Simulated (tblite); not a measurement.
Parent: `[O:1]=[C:2]([CH2:3][SiH3:4])[CH2:5][CH2:6][SiH3:7]` with O1–C2–C3–Si4 87°, O1–C2–C5–C6 -29°, C2–C5–C6–Si7 45°, C4H12OSi2.

The geometries are computed with GFN2-xTB (gas phase). One conformer each, not checked by frequencies here.

```tsv
coordinate of the parent	value
O1=C2	1.214 Å
C2–C3	1.480 Å
C3–Si4	1.922 Å
C2–C5	1.504 Å
C5–C6	1.521 Å
C6–Si7	1.914 Å
O1–C2–C3	122.3°
O1–C2–C5	120.6°
C3–C2–C5	117.1°
C2–C3–Si4	107.3°
C2–C5–C6	110.3°
C5–C6–Si7	112.8°
```

How does the shared frame change in `[O:1]=[C:2]([CH2:3][CH2:4][SiH3:5])[CH2:6][SiH2:7][PH2:8]` with O1–C2–C3–C4 28°, C2–C3–C4–Si5 -45°, O1–C2–C6–Si7 -84°, C2–C6–Si7–P8 -166°, C6–Si7–P8–H -77° and -171°, C4H13OPSi2? Atoms pair as O1 = O1, C2 = C2, C3 = C6, Si4 = Si7, C5 = C3, C6 = C4, Si7 = Si5 (parent first).

```tsv
parent	relative	value in the relative	change
O1=C2	O1=C2	1.214 Å	0.000
C2–C3	C2–C6	1.480 Å	0.000
C3–Si4	C6–Si7	1.921 Å	-0.001
C2–C5	C2–C3	1.503 Å	-0.001
C5–C6	C3–C4	1.521 Å	0.000
C6–Si7	C4–Si5	1.914 Å	0.000
O1–C2–C3	O1–C2–C6	122.2°	-0.1
O1–C2–C5	O1–C2–C3	120.8°	+0.2
C3–C2–C5	C6–C2–C3	116.9°	-0.2
C2–C3–Si4	C2–C6–Si7	106.1°	-1.2
C2–C5–C6	C2–C3–C4	110.5°	+0.2
C5–C6–Si7	C3–C4–Si5	112.8°	0.0
```

No shared bond changes by more than 0.004 Å. Bonds of the relative outside the shared frame: Si7–P8 2.241 Å. Point group C1 → C1.
